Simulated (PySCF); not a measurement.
# Frontier orbitals and the lowest excitations

Species: C4H8OP2.
Geometry (PBE0-D3(BJ)/def2-SVP, Å), atoms numbered from 1 in this order:
```xyz
15
C4H8OP2 angstrom
C     -2.728   -0.550   -0.037
C     -1.642   -0.015   -0.601
C     -0.348    0.169    0.082
C      0.489    1.445   -0.226
P      1.180   -0.073   -0.882
O      1.227   -0.432   -2.334
P      2.726   -0.769    0.510
H     -3.654   -0.676   -0.603
H     -2.729   -0.881    1.006
H     -1.677    0.297   -1.652
H     -0.328   -0.160    1.128
H      0.051    2.117   -0.973
H      0.946    1.968    0.620
H      2.687   -2.093   -0.023
H      3.783   -0.362   -0.359
```

Computed with TDDFT PBE0/def2-SVPD, vertical, gas phase, core orbitals frozen in the response in PySCF.

Frontier orbitals with the atoms that hold most of them (Löwdin shares over 4%, at most four atoms; ? is withheld):

```
orbital  ε (eV)                            atoms
 HOMO-3   -9.18   P7 38%, O6 22%, P5 11%, H14 7%
 HOMO-2   -8.13   O6 28%, P7 20%, C2 15%, C1 14%
 HOMO-1   -7.59   O6 40%, P7 18%, C4 15%, P5 12%
   HOMO   -6.94                                ?
   LUMO       ?                                ?
 LUMO+1   -0.26   P7 27%, P5 14%, C1 12%, C2 12%
 LUMO+2    0.15  P7 33%, H14 16%, C4 11%, H13 9%
```

(1) Which atoms hold the HOMO, and with what shares?

(2) Which atoms hold the LUMO, and with what shares?

(3) What is the LUMO energy, and the HOMO–LUMO gap?

## Answers

(1) O6 (bonded to P) 20%; C1 (bonded to C and 2 H) 20%; C3 (bonded to 2 C, P and H) 16%; C2 (bonded to 2 C and H) 13%. By element: carbon 49% or more, oxygen 20%.

(2) P7 (bonded to P and 2 H) 39%; P5 (bonded to 2 C, O and P) 15%; C1 (bonded to C and 2 H) 9%; O6 (bonded to P) 7%. By element: phosphorus 54%, carbon 9% or more, oxygen 7%.

(3) ε(LUMO) = -0.71 eV; the gap is 6.23 eV (0.2289 hartree).

Question: The HOMO–LUMO gap is 6.23 eV. Where does the response calculation put the lowest singlet, and from which orbitals?

Answer: S1 is at 5.13 eV (f = 0.049), 1.10 eV below the gap, made of HOMO→LUMO (79%), HOMO→LUMO+1 (8%). 

Question: One configuration dominates each of S1 and S2. Which, and how do the shares of the two leading atoms of either orbital change from the occupied to the empty one?

Answer: 
- S1 (5.13 eV, f 0.049), HOMO→LUMO (79%): O6 20% → 7%, C1 20% → 9%, P7 at most 14% → 39%, P5 at most 14% → 15%
- S2 (5.70 eV, f 0.089), HOMO→LUMO+1 (76%): O6 20% → at most 12%, C1 20% → 12%, P7 at most 14% → 27%, P5 at most 14% → 14%

Löwdin shares depend on the basis, the more so with diffuse functions.

One conformer stands for the species.
